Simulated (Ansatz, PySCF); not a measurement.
PySCF was given this input:
```python
from pyscf import gto, scf, dft

mol = gto.M(
    atom='''
Li   -1.19438020   -0.71097745   -1.04751341
C     0.34992791    0.20830122    0.30689908
H     0.76466404   -0.67114483    0.78102667
H    -0.26665636    0.84273862    0.92942732
H     0.98556544    0.71153123   -0.40930822
''',
    basis='aug-cc-pvdz',
    charge=1,
    spin=1,
    verbose=4,
)

mf = dft.UKS(mol)
mf.xc = 'pbe'
mf.grids.atom_grid = (99, 590)
mf.grids.prune = None
mf.kernel()
```

Give the equivalent Ansatz (a quantum-chemistry and plane-wave program) input.

This is not unique; one that fits is 
Ansatz 0.2 input:
```yaml
crystal:
  periodic: [false, false, false]
  atoms:
    - {symbol: Li, position_ang: [-1.19438020, -0.71097745, -1.04751341]}
    - {symbol: C, position_ang: [0.34992791, 0.20830122, 0.30689908]}
    - {symbol: H, position_ang: [0.76466404, -0.67114483, 0.78102667]}
    - {symbol: H, position_ang: [-0.26665636, 0.84273862, 0.92942732]}
    - {symbol: H, position_ang: [0.98556544, 0.71153123, -0.40930822]}
basis:
  gaussian:
    orbitals: aug-cc-pVDZ
hamiltonian:
  xc: pbe
total_charge: 1
magnetization: {spin_polarized: true, initial_magnetization: 1}
accuracy: high
```

Both were run: PySCF gave -47.052951 Eh and Ansatz -47.052907 Eh, 0.043 mEh apart.
